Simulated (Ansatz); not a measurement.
A nudged elastic band was laid between two geometries of ClH3O2Si (7 atoms, charge 0, multiplicity 1).

The calculation used Ansatz, RKS B3LYP-D4/def2-SVP.

```
movable images  : 7
climbing image  : yes
spring          : 5.0 eV/Å²
optimiser       : quadratic models (default)
start path      : through a guess of the saddle point
force threshold : 0.03 eV/Å
iteration limit : 60
end points      : relaxed
```

First end point:

```xyz
7
Properties=species:S:1:pos:R:3
Si -0.104 0.028 0.409
H -0.025 0.253 1.862
Cl 1.833 -0.245 -0.314
O -0.812 1.368 -0.228
H -1.062 1.341 -1.161
O -0.979 -1.307 -0.023
H -0.501 -2.133 -0.162
```

Last end point:

```xyz
7
Properties=species:S:1:pos:R:3
Si -0.431 0.136 -0.047
H 1.839 0.040 1.137
Cl 2.955 -0.302 1.721
O -1.336 1.407 -0.609
H -2.178 1.210 -1.050
O -1.407 -1.150 -0.495
H -1.091 -2.037 -0.274
```

(1) Which bonds break or form, and what moves?

(2) Give the energies along the band, and the barrier.

(3) What is the geometry of the highest image?

Results:

(1) Bonds broken: Si1–H2, Si1–Cl3. Bonds formed: H2–Cl3. ClH3O2Si becomes ClH + H2O2Si.

(2) The forces met the threshold. The highest image is number 4 of 0 to 8, 2.83 eV above the first end and 0.58 eV above the last; the last end lies 2.25 eV above the first. Neighbouring images differ by up to 1.4 eV, so the band resolves the path poorly. A vibrational analysis at the climbing image gives one clearly imaginary mode, 880i cm⁻¹: a first-order saddle point. The orbitals stay closed-shell, which can raise the energy where a bond breaks towards radicals; this wasn't checked here.

```json
{"image": "0", "path coordinate (Å)": "0.00", "energy (eV)": "0.00", "Si1–H2 (Å)": "1.47", "Si1–Cl3 (Å)": "2.09", "H2–Cl3 (Å)": "2.90"}
{"image": "1", "path coordinate (Å)": "0.40", "energy (eV)": "0.07", "Si1–H2 (Å)": "1.47", "Si1–Cl3 (Å)": "2.09", "H2–Cl3 (Å)": "2.72"}
{"image": "2", "path coordinate (Å)": "0.81", "energy (eV)": "0.72", "Si1–H2 (Å)": "1.45", "Si1–Cl3 (Å)": "2.17", "H2–Cl3 (Å)": "2.34"}
{"image": "3", "path coordinate (Å)": "1.21", "energy (eV)": "2.11", "Si1–H2 (Å)": "1.46", "Si1–Cl3 (Å)": "2.41", "H2–Cl3 (Å)": "2.00"}
{"image": "4", "path coordinate (Å)": "1.61", "energy (eV)": "2.83", "Si1–H2 (Å)": "1.59", "Si1–Cl3 (Å)": "2.68", "H2–Cl3 (Å)": "1.68"}
{"image": "5", "path coordinate (Å)": "2.32", "energy (eV)": "2.32", "Si1–H2 (Å)": "2.26", "Si1–Cl3 (Å)": "3.23", "H2–Cl3 (Å)": "1.32"}
{"image": "6", "path coordinate (Å)": "3.04", "energy (eV)": "2.27", "Si1–H2 (Å)": "2.55", "Si1–Cl3 (Å)": "3.58", "H2–Cl3 (Å)": "1.30"}
{"image": "7", "path coordinate (Å)": "3.75", "energy (eV)": "2.26", "Si1–H2 (Å)": "2.53", "Si1–Cl3 (Å)": "3.75", "H2–Cl3 (Å)": "1.30"}
{"image": "8", "path coordinate (Å)": "4.46", "energy (eV)": "2.25", "Si1–H2 (Å)": "2.56", "Si1–Cl3 (Å)": "3.84", "H2–Cl3 (Å)": "1.31"}
```

(3) 
```xyz
7
Properties=species:S:1:pos:R:3
Si -0.539 0.108 0.546
H 0.811 0.107 1.388
Cl 2.116 -0.231 0.389
O -0.991 1.399 -0.361
H -1.282 1.230 -1.270
O -1.059 -1.224 -0.285
H -0.707 -2.085 -0.025
```

The run took 6.6 min on 1 thread of Arm Neoverse V1 (shared host), peak memory 0.17 GiB.
